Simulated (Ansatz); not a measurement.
`CC(=S)[O][GeH3]` + `C[BH][AlH2]` → `C[B]([AlH2])[GeH3]` + `CC(O)=S`  (formal exchange of groups at a Ge–O bond)

Computed with Ansatz on PBE0-D4/def2-TZVP structures; ΔE is electronic, products minus reactants. CCSD(T)/CBS adds triple-zeta CCSD(T) − MP2 to the extrapolated MP2 energy (def2 sets, frozen cores). DFT in def2-TZVPP. B3LYP here is the variant with VWN-RPA as its local correlation; programs differ in this. For Ge outer-core shells are correlated without core-valence functions, which leaves a few kJ/mol of doubt a bond. Scalar relativity is left out up to krypton. One conformer a species, not always the lowest.

`CC(=S)[O][GeH3]`:

Cartesian coordinates in Å:
```
C 0.290 0.677 -1.211
C -0.884 0.886 -0.304
S -2.053 1.978 -0.594
O -0.933 0.122 0.779
Ge 0.250 -1.148 1.301
H 1.225 0.858 -0.670
H 0.312 -0.358 -1.571
H 0.239 1.346 -2.064
H -0.374 -1.646 2.602
H 1.616 -0.483 1.514
H 0.312 -2.233 0.218
```

`C[BH][AlH2]`:

```xyz
9

C     0.382   -1.402    0.038
B    -0.060   -0.028    0.623
Al   -0.536    1.735   -0.470
H     0.160   -1.595   -1.012
H     0.087   -2.264    0.644
H     1.483   -1.358    0.122
H    -0.063    0.042    1.828
H     0.590    2.774   -0.921
H    -2.043    2.097   -0.853
```

`C[B]([AlH2])[GeH3]`:

Z-matrix (Å, degrees):
```
C
B 1 1.558
H 1 1.092 2 116.6
H 1 1.094 2 116.1 3 131.8
H 1 1.107 2 101.7 3 -114.5
Al 2 2.118 1 127.8 3 26.0
Ge 2 2.079 1 116.3 3 -157.0
H 6 1.594 2 121.3 1 -99.4
H 6 1.595 2 120.8 1 85.0
H 7 1.544 2 113.4 1 -27.1
H 7 1.546 2 107.3 1 90.9
H 7 1.543 2 114.7 1 -151.3
```

`CC(O)=S`:

Z-matrix (Å, degrees):
```
C
C 1 1.488
H 1 1.094 2 109.4
H 1 1.094 2 109.4 3 -116.9
H 1 1.085 2 111.0 3 121.6
O 2 1.331 1 111.2 3 58.3
S 2 1.627 1 126.1 3 -121.7
H 6 0.969 2 107.1 1 180.0
```

CCSD(T)/CBS gives -8.1 kJ/mol.

Q: Another level gave -5.1 kJ/mol. Which?
A. HF/def2-TZVPP
B. PBE/def2-TZVPP
C. r2SCAN-D4/def2-TZVPP
D. B3LYP/def2-TZVPP

A: D. B3LYP -5.1, r2SCAN-D4 -13.0, PBE -21.7, HF/def2-TZVPP 13.2 kJ/mol.

Largest T1 diagnostic among the species: 0.017.

In def2-TZVPP, CCSD(T) changes the Hartree–Fock value by −18.5 kJ/mol (the triples alone add −1.3 kJ/mol) and MP2 by −14.9 kJ/mol.
